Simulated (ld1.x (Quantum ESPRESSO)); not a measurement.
Be: excitation energies, all-electron against RRKJ

* Element: beryllium (Be)
* Generator: ld1.x (Quantum ESPRESSO) 7.5
* Type: norm-conserving RRKJ (Kleinman–Bylander form)
* Functional: PBE
* Relativity: scalar-relativistic
* Frozen core: [He]
* Valence charge: 2
* Reference configuration: 2s1.75 2p0.25
* Partial waves: 2s (bound): rc 1.64 bohr; 2p (bound): rc 1.98 bohr
* Local potential: all-electron potential smoothed inside 1.60 bohr (lloc = -2)
* Core correction: a·sin(br)/r model core inside 2.20 bohr
* rho0: 0.005

Energies are relative to the spin-unpolarised reference configuration 2s1.75 2p0.25; without spin polarisation the order of configurations can differ from experiment.

```
valence configuration  charge  ΔE all-electron (eV)  error AE − PS (meV)
              2s2 2p0       0                -0.899                 +0.2
              2s1 2p0      +1                 8.651                  +13
            2s1.5 2p0    +0.5                 2.862                 +2.6
              2s0 2p2       0                 6.352                 +5.1
              2s1 2p1       0                 2.713                 +1.5
```

Task: What are ΔE and the potential's error for 2s0 2p1?

Result: ΔE = 12.561 eV all-electron; the error (AE − PS) is -13 meV.
